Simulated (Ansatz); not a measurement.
`BBC(C)=O` + `[SiH3][TeH]` → `CC(=O)[Te][SiH3]` + `BB`  (substitution at a C–B bond)

Gas-phase electronic energies from Ansatz, PBE0-D4/def2-TZVP geometries. CBS: MP2 limit from def2 TZ/QZ plus the TZ coupled-cluster correction, frozen cores. Functionals use def2-TZVPP. def2 core potentials past Kr. For Te outer-core shells are correlated without core-valence functions, which leaves a few kJ/mol of doubt a bond. Each species was taken in one conformer, which may not be the lowest.

```json
{"level": "PBE", "ΔE (kJ/mol)": "12.8"}
{"level": "MP2/CBS(def2)", "ΔE (kJ/mol)": "-3.7"}
```

Problem. What does CCSD(T)/CBS give? (Best estimate.)

Solution. Ansatz gave: +6.0 kJ/mol. The listed levels differ from it by 6.8, -9.7 kJ/mol.

Largest T1 diagnostic among the species: 0.019.

The D4 term adds −8.5 kJ/mol with B3LYP and −4.5 kJ/mol with PBE0; it sums over pairs of atoms, weighted by their polarisabilities, and B3LYP, whose exchange is more repulsive, gets the larger term. In def2-TZVPP, CCSD(T) changes the Hartree–Fock value by −15.0 kJ/mol (the triples alone add −4.8 kJ/mol) and MP2 by −24.7 kJ/mol.

B3LYP here is the variant with VWN-RPA as its local correlation; programs differ in this.
